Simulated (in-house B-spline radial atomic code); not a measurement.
In²⁺. Computed with a B-spline radial atomic code. Model: all-electron spherical atom, spin shells full or empty, radial basis limit, no spin-orbit coupling, Breit or QED, empty-state partial waves extrapolated as (l+1/2)^-4, RPA, G0W0 and static COHSEX of the highest shell as one setting changes (uncorrelated shells keep exact exchange).

Empty levels are discrete states of a finite basis, so the steps are uneven.

Given: element In; charge 2; filled core Kr; hamiltonian one-electron scalar X2C; mean-field start Hartree-Fock; highest l of empty states 9; nuclear rms radius 4.6156 fm; lowest nl shells left uncorrelated 6; highest mean-field shell 5s up; box radius 17.55 bohr.

Shell: 4d 5 5, 5s 1 0 (electrons up and down).

```json
{"highest empty level kept (hartree)": "3", "RPA correlation energy (hartree)": "-0.38194", "G0W0 level (eV)": "-27.918", "G0W0 minus most complete (meV)": "332", "COHSEX level (eV)": "-28.611", "linearised minus solved G0W0 (meV)": "0.2"}
{"highest empty level kept (hartree)": "6", "RPA correlation energy (hartree)": "-0.57623", "G0W0 level (eV)": "-28.06", "G0W0 minus most complete (meV)": "190.2", "COHSEX level (eV)": "-28.905", "linearised minus solved G0W0 (meV)": "0.3"}
{"highest empty level kept (hartree)": "10.5", "RPA correlation energy (hartree)": "?", "G0W0 level (eV)": "?", "G0W0 minus most complete (meV)": "?", "COHSEX level (eV)": "?", "linearised minus solved G0W0 (meV)": "?"}
{"highest empty level kept (hartree)": "18", "RPA correlation energy (hartree)": "-0.87345", "G0W0 level (eV)": "-28.194", "G0W0 minus most complete (meV)": "56.6", "COHSEX level (eV)": "-29.216", "linearised minus solved G0W0 (meV)": "0.3"}
{"highest empty level kept (hartree)": "30", "RPA correlation energy (hartree)": "-0.95922", "G0W0 level (eV)": "-28.225", "G0W0 minus most complete (meV)": "25.4", "COHSEX level (eV)": "-29.296", "linearised minus solved G0W0 (meV)": "0.3"}
{"highest empty level kept (hartree)": "54", "RPA correlation energy (hartree)": "-1.0224", "G0W0 level (eV)": "-28.24", "G0W0 minus most complete (meV)": "10", "COHSEX level (eV)": "-29.342", "linearised minus solved G0W0 (meV)": "0.3"}
{"highest empty level kept (hartree)": "90", "RPA correlation energy (hartree)": "-1.0451", "G0W0 level (eV)": "-28.246", "G0W0 minus most complete (meV)": "4.6", "COHSEX level (eV)": "-29.356", "linearised minus solved G0W0 (meV)": "0.3"}
{"highest empty level kept (hartree)": "180", "RPA correlation energy (hartree)": "-1.0545", "G0W0 level (eV)": "-28.249", "G0W0 minus most complete (meV)": "1.1", "COHSEX level (eV)": "-29.366", "linearised minus solved G0W0 (meV)": "0.3"}
{"highest empty level kept (hartree)": "360", "RPA correlation energy (hartree)": "-1.0563", "G0W0 level (eV)": "-28.25", "G0W0 minus most complete (meV)": "0.3", "COHSEX level (eV)": "-29.369", "linearised minus solved G0W0 (meV)": "0.3"}
{"highest empty level kept (hartree)": "750", "RPA correlation energy (hartree)": "?", "G0W0 level (eV)": "?", "G0W0 minus most complete (meV)": "?", "COHSEX level (eV)": "?", "linearised minus solved G0W0 (meV)": "?"}
{"highest empty level kept (hartree)": "1800", "RPA correlation energy (hartree)": "-1.0571", "G0W0 level (eV)": "-28.25", "G0W0 minus most complete (meV)": "0", "COHSEX level (eV)": "-29.37", "linearised minus solved G0W0 (meV)": "0.3"}
{"highest empty level kept (hartree)": "6000", "RPA correlation energy (hartree)": "-1.0571", "G0W0 level (eV)": "-28.25", "G0W0 minus most complete (meV)": "0", "COHSEX level (eV)": "-29.37", "linearised minus solved G0W0 (meV)": "0.3"}
```

Task: What follows for highest empty level kept = 750?

Result: RPA correlation energy -1.0569 hartree; G0W0 level -28.25 eV; G0W0 minus most complete 0.1 meV; COHSEX level -29.37 eV; linearised minus solved G0W0 0.3 meV.

Task: What follows for highest empty level kept = 10.5?

Result: RPA correlation energy -0.71547 hartree; G0W0 level -28.143 eV; G0W0 minus most complete 107.3 meV; COHSEX level -29.092 eV; linearised minus solved G0W0 0.3 meV.
